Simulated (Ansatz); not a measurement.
Stepwise reaction of `C[CH2][In]([Cl])[Cl]` with hydrogen fluoride, as a gas-phase model of exchange steps in deposition or etching. ΔE in kJ/mol; ΔG adds harmonic PBE0-D4 terms to CCSD(T)/CBS, at 1 bar.

Calculated with Ansatz (gas phase, PBE0-D4/def2-TZVP geometries, no zero-point term in ΔE). CCSD(T)/CBS adds triple-zeta CCSD(T) − MP2 to the extrapolated MP2 energy (def2 sets, frozen cores). This one scheme is used for every species. DFT in def2-TZVPP. B3LYP here is the variant with VWN-RPA as its local correlation; programs differ in this. def2 core potentials past Kr. For In outer-core shells are correlated without core-valence functions, which leaves a few kJ/mol of doubt a bond. Each species was taken in one conformer, which may not be the lowest.

```csv
step,reaction,PBE-D4,B3LYP-D4,ωB97M-V,CCSD(T)/CBS,ΔG(500 K)
1,`C[CH2][In]([Cl])[Cl]` + H–F → `C[CH2][In]([F])[Cl]` + HCl,51.6,53.1,55.1,59.2,51.9
```

**Question.** Give the row of step 2, `C[CH2][In]([F])[Cl]` + H–F → `C[CH2][In]([F])[F]` + HCl. (Estimate.)

**Answer.** Computed: 
| step | reaction | PBE-D4 | B3LYP-D4 | ωB97M-V | CCSD(T)/CBS | ΔG(500 K) |
| --- | --- | --- | --- | --- | --- | --- |
| 2 | `C[CH2][In]([F])[Cl]` + H–F → `C[CH2][In]([F])[F]` + HCl | 52.1 | 53.4 | 55.5 | 59.3 | 52.6 |

**Question.** By hand: ΔE of the 2 steps together at CCSD(T)/CBS.

**Answer.** (59.2) + (59.3) = 118.5 kJ/mol, or 59.2 kJ/mol a step.

In ΔE the steps differ by no more than 0.1 kJ/mol. All are uphill at CCSD(T)/CBS. ΔG lies between 51.9 and 52.6 kJ/mol a step. PBE-D4 differs from CCSD(T)/CBS by -7.6 to -7.2 kJ/mol a step. Isolated molecules leave out the surface, adducts and barriers. Largest T1 diagnostic: 0.015.
